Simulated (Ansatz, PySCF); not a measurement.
Energy landscape of H3Ge, doublet: umbrella (inversion) coordinate, bond length relaxed. Scanned: angle between the Ge-H bonds and the threefold axis (90 = planar). Other coordinates (Ge-H bond length) were minimised at B3LYP/def2-TZVP.

Levels of theory: UKS-PBE/cc-pVTZ = unrestricted PBE/cc-pVTZ in Ansatz (a quantum-chemistry and plane-wave program); r2SCAN = unrestricted r2SCAN/cc-pVTZ (PySCF); CCSD(T) on UHF/cc-pVTZ, 9 core orbitals frozen (PySCF).

Energies relative to the lowest point of each profile, in kJ/mol; the last columns give the difference from CCSD(T):

```
a / °  UKS-PBE/cc-pVTZ  r2SCAN  CCSD(T)  UKS-PBE/cc-pVTZ − CCSD(T)  r2SCAN − CCSD(T)
-----  ---------------  ------  -------  -------------------------  ----------------
90                18.2    16.3     19.9                       -1.6              -3.6
93                17.0    15.2     18.4                       -1.4              -3.3
96                13.7    12.2     14.5                       -0.8              -2.4
99                 9.2     8.0      9.4                       -0.2              -1.4
102                4.6     3.9      4.4                        0.2              -0.6
105                1.2     0.8      0.9                        0.3              -0.1
108                0.0     0.0      0.0                        0.0               0.0
111                1.8     2.2      2.5                       -0.7              -0.3
114                7.3     8.2      9.0                       -1.7              -0.8
117               16.8    18.4     19.9                       -3.1              -1.5
120               30.8    33.4     35.6                       -4.8              -2.2
123               49.6    53.4     56.3                       -6.7              -2.9
126               73.4    78.7     82.1                       -8.7              -3.3
129              102.6   109.7    113.2                      -10.6              -3.5
132              137.5   146.7    150.0                      -12.5              -3.3
```

UKS-PBE/cc-pVTZ is furthest from CCSD(T) at 132 (-12.5 kJ/mol, below); its mean absolute difference over the points is 3.6 kJ/mol.

r2SCAN is furthest from CCSD(T) at 90 (-3.6 kJ/mol, below); its mean absolute difference over the points is 1.9 kJ/mol.
